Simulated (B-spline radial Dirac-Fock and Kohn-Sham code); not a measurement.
## Pr³⁺: non-radiative channels of the 4p1/2 vacancy

System: the Pr³⁺ ion, configuration [Xe] 4f2.

Level of theory: independent-particle rates on relativistic LDA orbitals of the hole state (multipoles up to L = 3, Coulomb Auger matrix elements, transition energies from Dirac-Fock); a radial atomic solver. Kinetic energies are configuration averages from the vacuum level; the two-hole energies are estimated from single-hole states.

```
transition  kinetic energy (eV)  width (meV)  share (%)
   N2-N4O1                38.80          580       14.7
   N2-N5O1                42.42         89.4        2.3
   N2-N4O2                60.61          410       10.4
   N2-N5O2                64.07          380        9.6
   N2-N4O3                64.08          812       20.6
   N2-N5O3                67.76         94.5        2.4
   N2-N4N7                73.00          838       21.2
   N2-N4N6                73.46          397       10.1
   N2-N5N6                76.34          102        2.6
   N2-N5N7                77.27         26.8        0.7
   N2-O1O2                142.7         26.0        0.7
   N2-O2O2                162.0         15.8        0.4
   N2-O2O3                166.2         47.2        1.2
   N2-N6O2                179.0         32.2        0.8
   N2-N7O2                179.3         53.3        1.4
   N2-N6O3                182.5         12.8        0.3
```

Coster-Kronig rates are the weakest part of this model and often come out 1.5 to 2.5 times too large. Super-Coster-Kronig decay this fast strains the one-particle picture, and such widths tend to come out too large. The listed channels hold 99 % of the non-radiative rate. Summed by principal shells, of 3.95 eV in all: NNO 62.9 %, NNN 34.7 %, NOO 2.4 %.

Values without a named source are computed, but for edge energies of neutral atoms, which are taken from tables.
